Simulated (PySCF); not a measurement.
From one molecule to another.

First species: Zr(NEt2)Cl3, C₄H₁₀Cl₃NZr (singlet state).
Bonds: Zr1–N2, Zr1–Cl17, Zr1–Cl18, Zr1–Cl19, N2–C3, N2–C5, C3–C4, C5–C6. Hydrogens: H7, H8 on C3; H9, H10, H11 on C4; H12, H13 on C5; H14, H15, H16 on C6.

Second species: C₃H₅AlO₂.
Atom-mapped SMILES: `[CH:1]1=[CH:2][O:3][AlH2-:4][O+:5]=[CH:6]1` (hydrogens: H7 on C1; H8 on C2; H9, H10 on Al4; H11 on C6)

Structure used (PBE0-D3(BJ)/def2-SVP), in Å, numbered top down from 1:
```xyz
11
C3H5AlO2 angstrom
C      1.3525    0.4208    0.0016
C      1.0523   -0.9253    0.2261
O     -0.1082   -1.4301    0.2451
Al    -1.7341   -0.5387   -0.0115
O     -0.8987    1.1171   -0.2651
C      0.3434    1.3591   -0.2317
H      2.3927    0.7446    0.0077
H      1.8848   -1.6284    0.4044
H     -2.3741   -1.0135   -1.3841
H     -2.5322   -0.5107    1.3603
H      0.6324    2.4105   -0.4049
```

Levels: CAM-B3LYP/def2-SVPD for HOMO energy, LUMO energy, HOMO–LUMO gap and static isotropic polarisability; TDDFT CAM-B3LYP/def2-SVPD for lowest singlet excitation; TDA CAM-B3LYP/def2-SVPD for lowest triplet excitation (Tamm–Dancoff). Geometries: PBE0-D3(BJ)/def2-SVP. Each structure is a single optimised conformer of the isolated species (atoms past krypton carry core potentials, spin–orbit coupling is left out). Electronic properties by PySCF.

Values for the first species:

| Property | Result |
| --- | --- |
| HOMO energy | -8.66 eV |
| LUMO energy | -1.02 eV |
| HOMO–LUMO gap | 7.64 eV |
| Lowest singlet excitation | 3.92 eV |
| Lowest triplet excitation (Tamm–Dancoff) | 3.79 eV |
| Static isotropic polarisability | 139.3 au |

(1) Estimate the same properties for the second species, and the change in each.

## Answers

(1) 
| property | first | second | second less first |
| --- | --- | --- | --- |
| HOMO energy | -8.66 eV | -8.66 eV | 0.00 eV |
| LUMO energy | -1.02 eV | -1.43 eV | -0.41 eV |
| HOMO–LUMO gap | 7.64 eV | 7.23 eV | -0.41 eV |
| lowest singlet excitation | 3.92 eV | 4.33 eV | +0.41 eV |
| lowest triplet excitation (Tamm–Dancoff) | 3.79 eV | 2.88 eV | -0.91 eV |
| static isotropic polarisability | 139.3 au | 68.5 au | -70.8 au |

On the first: The 10 singlets span 3.92 to 6.32 eV, and their oscillator strengths add up to 0.24. The polarisability is 20.64 Å³ as a volume (1 au = 0.148185 Å³). Atoms past krypton carry effective core potentials; spin–orbit coupling is left out.

On the second: In wavenumbers S1 is 34900 cm⁻¹ (1 eV = 8065.54 cm⁻¹). S1 lies 2.90 eV below the HOMO–LUMO gap; its leading configuration is HOMO→LUMO, weight 0.98.
